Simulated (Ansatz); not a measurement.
## Molecular dynamics of C3H10Si3

The input (input.yaml):

```yaml
crystal:
  periodic: [false, false, false]
  atoms:
    - { symbol: C, position_ang: [0.155466, -2.639544, -0.447837] }
    - { symbol: Si, position_ang: [0.689895, -0.859285, -0.043909] }
    - { symbol: C, position_ang: [1.076101, 0.209465, -1.596955] }
    - { symbol: C, position_ang: [0.311786, 1.314933, -1.444436] }
    - { symbol: Si, position_ang: [-0.720096, 0.910971, 0.072334] }
    - { symbol: Si, position_ang: [-0.912818, 1.649245, 2.056354] }
    - { symbol: H, position_ang: [-0.779714, -2.865206, -0.009195] }
    - { symbol: H, position_ang: [0.119586, -2.873165, -1.470832] }
    - { symbol: H, position_ang: [0.923977, -3.291513, 0.030818] }
    - { symbol: H, position_ang: [1.768493, -0.902815, 1.023365] }
    - { symbol: H, position_ang: [1.8811, 0.164847, -2.359878] }
    - { symbol: H, position_ang: [0.063924, 2.029852, -2.231618] }
    - { symbol: H, position_ang: [-2.054509, 0.455419, -0.501479] }
    - { symbol: H, position_ang: [-1.159587, 3.123763, 2.353692] }
    - { symbol: H, position_ang: [0.334431, 1.529766, 2.895252] }
    - { symbol: H, position_ang: [-1.847823, 0.874223, 2.975234] }
magnetization:
  spin_polarized: true
basis:
  gaussian: { orbitals: STO-3G }
hamiltonian:
  xc: pbe
  dispersion: d4
md:
  timestep: 0.25
  n_steps: 132
  ensemble: nve
  temperature: 700.0
  initial_velocities: maxwell_boltzmann
  seed: 929751
```

Launched with:

```bash
$ ansatz run input.yaml --threads 1 --pin off --max-ram 2048MiB --backend cpu --events-out ev --progress --plain --runs-dir out
```

It goes on from the last frame of an earlier run, with new velocities.

Output, in part (one step line in 2, the closing report, with atoms numbered from 0):

```
md step     0: t =     0.00 fs  T =   700.0 K  F+E_penalty+E_count = -26576.16805586 eV  E_kin = 1.266748 eV  conserved = -26574.90130787 eV  (26 SCF iters)
md step     2: t =     0.50 fs  T =   681.9 K  F+E_penalty+E_count = -26576.13533648 eV  E_kin = 1.234024 eV  conserved = -26574.90131200 eV  (24 SCF iters)
md step     4: t =     1.00 fs  T =   664.0 K  F+E_penalty+E_count = -26576.10289175 eV  E_kin = 1.201545 eV  conserved = -26574.90134701 eV  (24 SCF iters)
md step     6: t =     1.50 fs  T =   644.9 K  F+E_penalty+E_count = -26576.06842162 eV  E_kin = 1.167057 eV  conserved = -26574.90136448 eV  (23 SCF iters)
md step     8: t =     2.00 fs  T =   624.1 K  F+E_penalty+E_count = -26576.03065106 eV  E_kin = 1.129324 eV  conserved = -26574.90132714 eV  (24 SCF iters)
md step    10: t =     2.50 fs  T =   602.5 K  F+E_penalty+E_count = -26575.99157377 eV  E_kin = 1.090342 eV  conserved = -26574.90123163 eV  (24 SCF iters)
md step    12: t =     3.00 fs  T =   583.3 K  F+E_penalty+E_count = -26575.95664944 eV  E_kin = 1.055534 eV  conserved = -26574.90111520 eV  (24 SCF iters)
md step    14: t =     3.50 fs  T =   570.1 K  F+E_penalty+E_count = -26575.93264296 eV  E_kin = 1.031611 eV  conserved = -26574.90103167 eV  (24 SCF iters)
md step    16: t =     4.00 fs  T =   565.5 K  F+E_penalty+E_count = -26575.92440276 eV  E_kin = 1.023381 eV  conserved = -26574.90102226 eV  (24 SCF iters)
md step    18: t =     4.50 fs  T =   569.9 K  F+E_penalty+E_count = -26575.93241885 eV  E_kin = 1.031323 eV  conserved = -26574.90109561 eV  (24 SCF iters)
md step    20: t =     5.00 fs  T =   580.8 K  F+E_penalty+E_count = -26575.95223535 eV  E_kin = 1.051005 eV  conserved = -26574.90123002 eV  (24 SCF iters)
md step    22: t =     5.50 fs  T =   593.7 K  F+E_penalty+E_count = -26575.97578899 eV  E_kin = 1.074408 eV  conserved = -26574.90138053 eV  (24 SCF iters)
md step    24: t =     6.00 fs  T =   603.8 K  F+E_penalty+E_count = -26575.99421704 eV  E_kin = 1.092727 eV  conserved = -26574.90149014 eV  (24 SCF iters)
md step    26: t =     6.50 fs  T =   607.7 K  F+E_penalty+E_count = -26576.00131168 eV  E_kin = 1.099802 eV  conserved = -26574.90150958 eV  (24 SCF iters)
md step    28: t =     7.00 fs  T =   605.1 K  F+E_penalty+E_count = -26575.99639794 eV  E_kin = 1.094975 eV  conserved = -26574.90142274 eV  (24 SCF iters)
md step    30: t =     7.50 fs  T =   599.0 K  F+E_penalty+E_count = -26575.98523215 eV  E_kin = 1.083971 eV  conserved = -26574.90126134 eV  (24 SCF iters)
md step    32: t =     8.00 fs  T =   595.1 K  F+E_penalty+E_count = -26575.97801561 eV  E_kin = 1.076916 eV  conserved = -26574.90109976 eV  (24 SCF iters)
md step    34: t =     8.50 fs  T =   598.9 K  F+E_penalty+E_count = -26575.98489346 eV  E_kin = 1.083872 eV  conserved = -26574.90102100 eV  (24 SCF iters)
md step    36: t =     9.00 fs  T =   613.3 K  F+E_penalty+E_count = -26576.01087957 eV  E_kin = 1.109804 eV  conserved = -26574.90107607 eV  (24 SCF iters)
md step    38: t =     9.50 fs  T =   636.4 K  F+E_penalty+E_count = -26576.05291413 eV  E_kin = 1.151667 eV  conserved = -26574.90124714 eV  (25 SCF iters)
md step    40: t =    10.00 fs  T =   662.8 K  F+E_penalty+E_count = -26576.10089821 eV  E_kin = 1.199441 eV  conserved = -26574.90145707 eV  (25 SCF iters)
md step    42: t =    10.50 fs  T =   685.5 K  F+E_penalty+E_count = -26576.14211214 eV  E_kin = 1.240492 eV  conserved = -26574.90162034 eV  (25 SCF iters)
md step    44: t =    11.00 fs  T =   698.8 K  F+E_penalty+E_count = -26576.16631477 eV  E_kin = 1.264628 eV  conserved = -26574.90168714 eV  (27 SCF iters)
md step    46: t =    11.50 fs  T =   700.3 K  F+E_penalty+E_count = -26576.16898064 eV  E_kin = 1.267332 eV  conserved = -26574.90164826 eV  (25 SCF iters)
md step    48: t =    12.00 fs  T =   691.0 K  F+E_penalty+E_count = -26576.15191764 eV  E_kin = 1.250385 eV  conserved = -26574.90153244 eV  (25 SCF iters)
md step    50: t =    12.50 fs  T =   674.3 K  F+E_penalty+E_count = -26576.12157419 eV  E_kin = 1.220180 eV  conserved = -26574.90139467 eV  (25 SCF iters)
md step    52: t =    13.00 fs  T =   654.5 K  F+E_penalty+E_count = -26576.08574019 eV  E_kin = 1.184447 eV  conserved = -26574.90129303 eV  (25 SCF iters)
md step    54: t =    13.50 fs  T =   634.9 K  F+E_penalty+E_count = -26576.05024848 eV  E_kin = 1.149003 eV  conserved = -26574.90124572 eV  (24 SCF iters)
md step    56: t =    14.00 fs  T =   617.0 K  F+E_penalty+E_count = -26576.01776969 eV  E_kin = 1.116540 eV  conserved = -26574.90122965 eV  (24 SCF iters)
md step    58: t =    14.50 fs  T =   601.2 K  F+E_penalty+E_count = -26575.98916961 eV  E_kin = 1.087964 eV  conserved = -26574.90120556 eV  (24 SCF iters)
md step    60: t =    15.00 fs  T =   588.3 K  F+E_penalty+E_count = -26575.96579641 eV  E_kin = 1.064644 eV  conserved = -26574.90115218 eV  (24 SCF iters)
md step    62: t =    15.50 fs  T =   580.0 K  F+E_penalty+E_count = -26575.95071113 eV  E_kin = 1.049631 eV  conserved = -26574.90107990 eV  (24 SCF iters)
md step    64: t =    16.00 fs  T =   578.6 K  F+E_penalty+E_count = -26575.94815235 eV  E_kin = 1.047135 eV  conserved = -26574.90101771 eV  (24 SCF iters)
md step    66: t =    16.50 fs  T =   586.2 K  F+E_penalty+E_count = -26575.96174694 eV  E_kin = 1.060745 eV  conserved = -26574.90100202 eV  (24 SCF iters)
md step    68: t =    17.00 fs  T =   603.0 K  F+E_penalty+E_count = -26575.99234792 eV  E_kin = 1.091287 eV  conserved = -26574.90106051 eV  (24 SCF iters)
md step    70: t =    17.50 fs  T =   627.3 K  F+E_penalty+E_count = -26576.03637871 eV  E_kin = 1.135176 eV  conserved = -26574.90120237 eV  (24 SCF iters)
md step    72: t =    18.00 fs  T =   654.3 K  F+E_penalty+E_count = -26576.08543228 eV  E_kin = 1.184026 eV  conserved = -26574.90140601 eV  (24 SCF iters)
md step    74: t =    18.50 fs  T =   677.5 K  F+E_penalty+E_count = -26576.12764417 eV  E_kin = 1.226025 eV  conserved = -26574.90161877 eV  (24 SCF iters)
md step    76: t =    19.00 fs  T =   690.3 K  F+E_penalty+E_count = -26576.15087867 eV  E_kin = 1.249109 eV  conserved = -26574.90176949 eV  (25 SCF iters)
md step    78: t =    19.50 fs  T =   688.2 K  F+E_penalty+E_count = -26576.14713796 eV  E_kin = 1.245352 eV  conserved = -26574.90178582 eV  (24 SCF iters)
md step    80: t =    20.00 fs  T =   671.5 K  F+E_penalty+E_count = -26576.11684308 eV  E_kin = 1.215213 eV  conserved = -26574.90163051 eV  (24 SCF iters)
md step    82: t =    20.50 fs  T =   646.2 K  F+E_penalty+E_count = -26576.07077902 eV  E_kin = 1.169440 eV  conserved = -26574.90133916 eV  (24 SCF iters)
md step    84: t =    21.00 fs  T =   622.6 K  F+E_penalty+E_count = -26576.02762345 eV  E_kin = 1.126598 eV  conserved = -26574.90102572 eV  (24 SCF iters)
md step    86: t =    21.50 fs  T =   611.3 K  F+E_penalty+E_count = -26576.00711088 eV  E_kin = 1.106287 eV  conserved = -26574.90082359 eV  (24 SCF iters)
md step    88: t =    22.00 fs  T =   619.5 K  F+E_penalty+E_count = -26576.02189297 eV  E_kin = 1.121070 eV  conserved = -26574.90082297 eV  (24 SCF iters)
md step    90: t =    22.50 fs  T =   647.1 K  F+E_penalty+E_count = -26576.07206442 eV  E_kin = 1.171033 eV  conserved = -26574.90103118 eV  (23 SCF iters)
md step    92: t =    23.00 fs  T =   687.1 K  F+E_penalty+E_count = -26576.14470123 eV  E_kin = 1.243333 eV  conserved = -26574.90136822 eV  (25 SCF iters)
md step    94: t =    23.50 fs  T =   727.7 K  F+E_penalty+E_count = -26576.21854013 eV  E_kin = 1.316836 eV  conserved = -26574.90170400 eV  (25 SCF iters)
md step    96: t =    24.00 fs  T =   757.1 K  F+E_penalty+E_count = -26576.27193832 eV  E_kin = 1.370025 eV  conserved = -26574.90191337 eV  (24 SCF iters)
md step    98: t =    24.50 fs  T =   767.3 K  F+E_penalty+E_count = -26576.29055843 eV  E_kin = 1.388620 eV  conserved = -26574.90193830 eV  (25 SCF iters)
md step   100: t =    25.00 fs  T =   756.7 K  F+E_penalty+E_count = -26576.27123397 eV  E_kin = 1.369435 eV  conserved = -26574.90179936 eV  (25 SCF iters)
md step   102: t =    25.50 fs  T =   729.1 K  F+E_penalty+E_count = -26576.22105378 eV  E_kin = 1.319489 eV  conserved = -26574.90156504 eV  (25 SCF iters)
md step   104: t =    26.00 fs  T =   691.9 K  F+E_penalty+E_count = -26576.15347783 eV  E_kin = 1.252172 eV  conserved = -26574.90130615 eV  (25 SCF iters)
md step   106: t =    26.50 fs  T =   653.7 K  F+E_penalty+E_count = -26576.08405212 eV  E_kin = 1.182980 eV  conserved = -26574.90107260 eV  (24 SCF iters)
md step   108: t =    27.00 fs  T =   622.4 K  F+E_penalty+E_count = -26576.02717284 eV  E_kin = 1.126278 eV  conserved = -26574.90089482 eV  (24 SCF iters)
md step   110: t =    27.50 fs  T =   604.1 K  F+E_penalty+E_count = -26575.99395197 eV  E_kin = 1.093157 eV  conserved = -26574.90079488 eV  (24 SCF iters)
md step   112: t =    28.00 fs  T =   602.3 K  F+E_penalty+E_count = -26575.99065290 eV  E_kin = 1.089862 eV  conserved = -26574.90079073 eV  (24 SCF iters)
md step   114: t =    28.50 fs  T =   617.0 K  F+E_penalty+E_count = -26576.01751620 eV  E_kin = 1.116628 eV  conserved = -26574.90088845 eV  (24 SCF iters)
md step   116: t =    29.00 fs  T =   645.1 K  F+E_penalty+E_count = -26576.06846038 eV  E_kin = 1.167390 eV  conserved = -26574.90107006 eV  (24 SCF iters)
md step   118: t =    29.50 fs  T =   680.3 K  F+E_penalty+E_count = -26576.13230559 eV  E_kin = 1.231013 eV  conserved = -26574.90129278 eV  (24 SCF iters)
md step   120: t =    30.00 fs  T =   715.1 K  F+E_penalty+E_count = -26576.19549554 eV  E_kin = 1.293992 eV  conserved = -26574.90150398 eV  (24 SCF iters)
md step   122: t =    30.50 fs  T =   742.5 K  F+E_penalty+E_count = -26576.24536313 eV  E_kin = 1.343701 eV  conserved = -26574.90166213 eV  (23 SCF iters)
md step   124: t =    31.00 fs  T =   757.6 K  F+E_penalty+E_count = -26576.27279781 eV  E_kin = 1.371056 eV  conserved = -26574.90174178 eV  (24 SCF iters)
md step   126: t =    31.50 fs  T =   758.3 K  F+E_penalty+E_count = -26576.27390513 eV  E_kin = 1.372177 eV  conserved = -26574.90172855 eV  (24 SCF iters)
md step   128: t =    32.00 fs  T =   745.5 K  F+E_penalty+E_count = -26576.25067150 eV  E_kin = 1.349040 eV  conserved = -26574.90163192 eV  (24 SCF iters)
md step   130: t =    32.50 fs  T =   723.1 K  F+E_penalty+E_count = -26576.21008693 eV  E_kin = 1.308592 eV  conserved = -26574.90149541 eV  (24 SCF iters)
md step   132: t =    33.00 fs  T =   696.3 K  F+E_penalty+E_count = -26576.16143121 eV  E_kin = 1.260066 eV  conserved = -26574.90136483 eV  (26 SCF iters)
Total energy: -26576.16146257 eV, -976.6559197803 hartree
Atom 0 at     0.127952    -2.613513    -0.445960 Å, force    -1.573868     2.180931    -1.428070 eV/Å
Atom 1 at     0.772522    -0.845078    -0.113037 Å, force    -1.333038    -0.687308    -0.962203 eV/Å
Atom 2 at     1.106552     0.164845    -1.687318 Å, force     1.532716     2.395367     0.428423 eV/Å
Atom 3 at     0.364626     1.294718    -1.396988 Å, force    -1.529856    -0.816836     0.587601 eV/Å
Atom 4 at    -0.772672     0.759146     0.057928 Å, force     1.384038     0.591604     0.787304 eV/Å
Atom 5 at    -0.945734     1.766796     2.149315 Å, force     0.575620    -1.904610     0.072919 eV/Å
Atom 6 at    -0.789991    -2.808260     0.105016 Å, force    -0.472091     0.095340     0.567053 eV/Å
Atom 7 at    -0.181989    -2.727943    -1.525199 Å, force     0.697965     0.097228     0.825597 eV/Å
Atom 8 at     0.801459    -3.354324    -0.165239 Å, force     1.984467    -2.129121     0.427150 eV/Å
Atom 9 at     1.689137    -0.628511     0.977322 Å, force     0.750703    -0.464366     0.155203 eV/Å
Atom 10 at     1.983601     0.265234    -2.426079 Å, force    -1.310932    -0.816861     0.525821 eV/Å
Atom 11 at     0.113950     2.216043    -1.951506 Å, force     1.027404     0.117097    -0.555139 eV/Å
Atom 12 at    -2.041296     0.497152    -0.514725 Å, force    -1.155439    -0.238378    -0.196345 eV/Å
Atom 13 at    -0.656732     3.098862     2.415448 Å, force     0.173448     2.072376    -0.402369 eV/Å
Atom 14 at    -0.081506     1.200282     3.187199 Å, force     0.349386    -0.442399    -0.642777 eV/Å
Atom 15 at    -2.171535     1.508134     2.829437 Å, force    -1.100522    -0.050064    -0.190166 eV/Å
Dipole moment:     0.016280    -0.120502    -0.069780 e Å
```

All steps were run. The conserved energy stayed within 0.04 meV per atom of its start (net change -0.0036 meV per atom), so the integration is sound. A run of 0.033 ps of so small a system gives no equilibrium averages. Limits of this set-up: minimal basis.

The same pairs are bonded in the first frame and the last. Pairs count as bonded within 1.25 times the sum of covalent radii (0.12 Å more for H–H).

Last frame:

```xyz
16
Properties=species:S:1:pos:R:3
C 0.128 -2.614 -0.446
Si 0.772 -0.845 -0.113
C 1.107 0.165 -1.687
C 0.365 1.295 -1.397
Si -0.773 0.759 0.058
Si -0.946 1.767 2.149
H -0.790 -2.808 0.105
H -0.182 -2.728 -1.525
H 0.801 -3.354 -0.165
H 1.689 -0.628 0.977
H 1.984 0.265 -2.426
H 0.114 2.216 -1.952
H -2.041 0.497 -0.515
H -0.657 3.099 2.415
H -0.082 1.200 3.187
H -2.171 1.508 2.829
```

Time of the run: 9.7 min on 1 thread of Intel(R) Xeon(R) Platinum 8488C (Sapphire Rapids) (shared host), peak memory 0.18 GiB.
